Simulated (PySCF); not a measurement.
Compound: 2-methylpyridine-N-oxide, C6H7NO.
SMILES with atom numbers: `[CH3:1][c:2]1[cH:3][cH:4][cH:5][cH:6][n+:7]1[O-:8]` (hydrogens: H9, H10, H11 on C1; H12 on C3; H13 on C4; H14 on C5; H15 on C6)

Structure used (PBE0-D3(BJ)/def2-TZVP), in Å, numbered top down from 1:
```xyz
15
C6H7NO angstrom
C     -2.1556   -0.1756   -0.1766
C     -0.6805   -0.1283   -0.0686
C      0.1609   -1.2158   -0.2061
C      1.5344   -1.0906   -0.0906
C      2.0492    0.1702    0.1699
C      1.2015    1.2417    0.3041
N     -0.1467    1.1069    0.1892
O     -0.9047    2.1107    0.3199
H     -2.6160    0.1808    0.7483
H     -2.4886   -1.1907   -0.3890
H     -2.5009    0.5016   -0.9619
H     -0.2919   -2.1788   -0.4092
H      2.1833   -1.9496   -0.1997
H      3.1142    0.3364    0.2714
H      1.5159    2.2548    0.5072
```

Computed with PySCF at wB97X-D/pcSseg-2, non-relativistic, on one gas-phase PBE0-D3(BJ)/def2-TZVP geometry that isn't relaxed in the solvent. The solvent is an IEF-PCM continuum (cavity from Bondi-type radii × 1.2). The model holds no explicit solvent molecules, cavitation or dispersion.

Gas phase at wB97X-D/pcSseg-2: HOMO -8.01 eV, LUMO 0.56 eV, dipole 3.85 D.

Problem. What does the continuum do to the energy, the frontier levels and the dipole at wB97X-D/pcSseg-2 in chloroform?

Solution. 
```json
{"solvent": "chloroform", "ε": "4.711", "E(solvent) − E(gas) (kcal/mol)": "-5.96", "polarisation term (kcal/mol)": "-7.12", "distortion of the solute (kcal/mol)": "1.16", "HOMO (eV)": "-8.14", "LUMO (eV)": "0.59", "dipole (D)": "5.15"}
```

Polarisation term: ½ Σ q·V over the induced surface charges. Distortion: the rise of the solute's own energy as its density leaves the gas-phase optimum.

Problem. Which radius a makes the point-dipole formula ΔE = −[(ε − 1)/(2ε + 1)]·μ²/a³ give the value in chloroform, with the gas-phase dipole?

Solution. μ = 1.516 au and |ΔE| = 0.00950 Eh give a = 2.34 Å; the farthest nucleus lies 3.15 Å from the centroid of the nuclei, so such a sphere wouldn't even hold the nuclei. The formula assumes a rigid point dipole at the centre of a sphere.

Problem. Give the dipole vector in the frame of the coordinates (D, pointing from negative to positive charge), gas and chloroform.

Solution. Gas (1.92, -3.31, -0.47), solvent (2.61, -4.39, -0.61). Its length changes by +34 % and its direction by less than 1°.

On Intel Xeon at 2.50 GHz, 2 threads, shared host, this took 3.1 min wall, 6.0 min CPU and 2.6 GiB of memory at its peak. This is the whole shielding run at wB97X-D/pcSseg-2 in chloroform, SCF included.

Note: wB97X-D ran without an empirical dispersion term, which enters the total energy and its gradient alone.
